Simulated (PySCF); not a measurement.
# Cs⁻ (caesium, charge -1) across methods

[Xe] 6s2, closed-shell 1S. All numbers are calculated (PySCF 2.14, the spin-free X2C one-electron Hamiltonian (Gaussian nucleus), in aug-cc-pwCVTZ-X2C with one added diffuse shell each of s, p, d, f type (12s11p9d5f, 125 functions)).

```json
{"method": "PBE0", "E (hartree)": "-7785.80", "mean ε 5s (eV)": "-25.836", "mean ε 5p (eV)": "-11.663", "mean ε 6s (eV)": "0.321", "Σ⟨r²⟩ (bohr²)": "186.9", "⟨S²⟩": "0.000"}
{"method": "BLYP", "E (hartree)": "-7786.42", "mean ε 5s (eV)": "-23.106", "mean ε 5p (eV)": "-9.914", "mean ε 6s (eV)": "0.720", "Σ⟨r²⟩ (bohr²)": "215.5", "⟨S²⟩": "0.000"}
{"method": "PBE", "E (hartree)": "-7785.72", "mean ε 5s (eV)": "-23.281", "mean ε 5p (eV)": "-10.121", "mean ε 6s (eV)": "0.625", "Σ⟨r²⟩ (bohr²)": "190.9", "⟨S²⟩": "0.000"}
{"method": "revPBE", "E (hartree)": "-7786.00", "mean ε 5s (eV)": "-23.356", "mean ε 5p (eV)": "-10.206", "mean ε 6s (eV)": "0.617", "Σ⟨r²⟩ (bohr²)": "197.0", "⟨S²⟩": "0.000"}
{"method": "r2SCAN", "E (hartree)": "-7786.15", "mean ε 5s (eV)": "-24.352", "mean ε 5p (eV)": "-10.814", "mean ε 6s (eV)": "0.583", "Σ⟨r²⟩ (bohr²)": "194.1", "⟨S²⟩": "0.000"}
{"method": "UHF", "E (hartree)": "-7783.10072", "mean ε 5s (eV)": "-32.746", "mean ε 5p (eV)": "-15.656", "mean ε 6s (eV)": "-0.237", "Σ⟨r²⟩ (bohr²)": "230.5", "⟨S²⟩": "0.000"}
{"method": "LDA", "E (hartree)": "-7779.29", "mean ε 5s (eV)": "-23.321", "mean ε 5p (eV)": "-10.089", "mean ε 6s (eV)": "0.603", "Σ⟨r²⟩ (bohr²)": "183.6", "⟨S²⟩": "0.000"}
```

Spin-orbit coupling, which splits the p, d and f shells strongly at this Z, is absent. The outer electron is barely bound at this level, so radii and moments hang on the diffuse functions.

The highest occupied level is positive at PBE0, BLYP, PBE, revPBE, r2SCAN, LDA: only the finite basis holds that electron, which in a density functional comes from self-interaction.
